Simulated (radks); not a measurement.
The numbers below are computed, except where a source is named.
Task: Neutral strontium, [Kr] 5s2. Code: a radial shooting solver on a logarithmic mesh with Libxc functionals. Model: non-relativistic Kohn-Sham, LDA (Slater exchange, Perdew-Wang correlation), spin-polarised, spherical densities, point nucleus. Every spin shell is full or empty, so the densities are truly spherical. Functionals are evaluated on that one density, not self-consistently. Rank these orbital-free kinetic functionals by their error against the exact value of the orbitals, and give that value: Thomas-Fermi, von Weizsacker, TF + vW, TF + vW/9, TF + vW/5, LC94, APBEK, revAPBEK, Perdew 92, Thakkar, Pearson, PG1, DePristo-Kress, Ernzerhof.

Result: Exact: 3126.99 hartree. From best to worst, with 100 (|E| - |E exact|)/|E exact| (equal figures are ties): LC94 +0.05, DePristo-Kress -0.08, APBEK +0.12, revAPBEK +0.33, Ernzerhof -0.39, Thakkar -0.49, Perdew 92 -0.70, TF + vW/9 -0.71, Pearson -1.03, TF + vW/5 +3.33, Thomas-Fermi -5.77, PG1 +16.79, TF + vW +39.70, von Weizsacker -54.54.
